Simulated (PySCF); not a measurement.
# Nb⁺: excitation energy

Nb⁺ [Kr] 4d4 (5D) → Nb⁺ [Kr] 4d3 5s1 (5F), as a difference of total energies. Calculation: PySCF 2.14, in x2c-TZVPPall (8s6p6d2f1g, 79 functions); scalar relativity by spin-free X2C-1e. Correlated levels: valence and next inner shell: [Ar] 3d10 frozen. The calculations carry no spin-orbit coupling.

| method | excitation energy (eV) |
| --- | --- |
| UHF | 0.061 |
| MP2 (valence and next inner shell) | 0.304 |
| SCS-MP2 (valence and next inner shell) | 0.199 |
| CCSD (valence and next inner shell) | 0.237 |
| CCSD(T) (valence and next inner shell) | 0.240 |

Errors of the correlated levels include the incompleteness of this basis and the frozen core.

The basis was made for the ground configuration and has no added diffuse functions, so the excitation energy can come out too high.

Which method comes closest to the reference value, and which is furthest?

The reference is 0.326 eV (measured; NIST levels, between the centres of gravity of the two terms). Closest: MP2 (valence and next inner shell) (error -0.022 eV); furthest: UHF (error -0.265 eV).
